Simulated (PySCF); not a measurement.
Sn(Cl)2 cation (Cl₂Sn), SMILES [Cl][Sn][Cl] (connectivity only; charge and spin as stated), charge +1, multiplicity 2.

Coordinates come from a B3LYP-D3(BJ)/def2-TZVP optimisation. The multiplicity is an assumed one; other spin states were not compared. The isomer is the one that the SMILES or the coordinates give; other isomers of the formula were not compared. The def2 effective core potentials stand for the cores of Sn; spin–orbit coupling is left out.

Computed with PBE/def2-TZVPD (PySCF).

Isolated molecule, no solvent.

| Quantity | Value |
|---|---|
| total energy | -1134.11636 hartree |
| point group | C2v |
| α spin, highest occupied and lowest empty level | -13.16 and -9.68 eV |
| β spin, highest occupied and lowest empty level | -13.70 and -12.40 eV |
| dipole moment about the centre of nuclear charge | 0.346 e·Å |
| mean static polarisability | 64.1 bohr³ (9.50 Å³) |
| polarisability, principal values | 42.4, 54.8, 95.1 bohr³ |
| ⟨S²⟩ | 0.753 (pure state 0.75) |
